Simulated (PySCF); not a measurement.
Gas-phase equilibrium of 1 mol B2O3, 52 mol H2O at 1800 K and 0.0100 bar, among 22 species (BH3, BO, O2, B2H6, O, HO2, B3O3H3, H2O, H, HBO2, H2O2, O3, B2O, H2, (HBO2)3, B(OH)3, BH, BH2, B2O2, B2O3, B, OH). Only gases are allowed; each row takes one source of thermochemistry for all species, and Cantera finds the minimum.

Method: PySCF energies plus ideal-gas RRHO corrections (1 bar). † marks an energy on the PBE0/def2-TZVP geometry and frequencies; other levels use their own. MP2 freezes the core. 6-31G* has spherical d functions here. Open shells (unrestricted) among the columns below: O2 (multiplicity 3), O (multiplicity 3, electronic degeneracy 9), H (multiplicity 2), OH (multiplicity 2, electronic degeneracy 4); the rest are closed-shell singlets. Spin-orbit splitting is ignored; it lowers the true energy and changes the entropy of O, OH. B3LYP is the form with VWN-RPA correlation. MP2 isn't extrapolated to the basis-set limit. The harmonic model lacks anharmonicity and excited electronic states, which grow with temperature; levels with a mode under 35 cm⁻¹ are left out.

Molecules larger than those listed are left out. Table species left out: BO2, B2, HBO.

With B3LYP/def2-TZVP† thermochemistry: H2O 0.91, O 0.00010, H2 0.031, H 0.00062, OH 0.0058, HBO2 0.037, O2 0.014.

How far does the composition move with the other sources (HF/6-31G*, HF/def2-TZVP†, M06-2X/def2-TZVP†, MP2/def2-SVP†, r2SCAN/def2-TZVP†)?


| thermochemistry | x H2O | x O | x H2 | x H | x OH | x HBO2 | x O2 |
|---|---|---|---|---|---|---|---|
| B3LYP/def2-TZVP† | 0.91 | 0.00010 | 0.031 | 0.00062 | 0.0058 | 0.037 | 0.014 |
| HF/6-31G* | 0.0081 | 0.44 | 0.39 | 0.12 | 0.019 | 0.015 | 1.1e-6 |
| HF/def2-TZVP† | 0.065 | 0.40 | 0.38 | 0.089 | 0.050 | 0.019 | 2.8e-6 |
| M06-2X/def2-TZVP† | 0.93 | 9.2e-5 | 0.017 | 0.00060 | 0.0035 | 0.037 | 0.0076 |
| MP2/def2-SVP† | 0.92 | 0.00017 | 0.026 | 0.0029 | 0.0023 | 0.037 | 0.013 |
| r2SCAN/def2-TZVP† | 0.90 | 5.0e-5 | 0.038 | 0.00098 | 0.0050 | 0.037 | 0.018 |
The most sensitive of these is O2: it spans a factor of 10^4.2 over these rows; at this temperature one factor of ten is RT ln 10 = 34 kJ/mol.
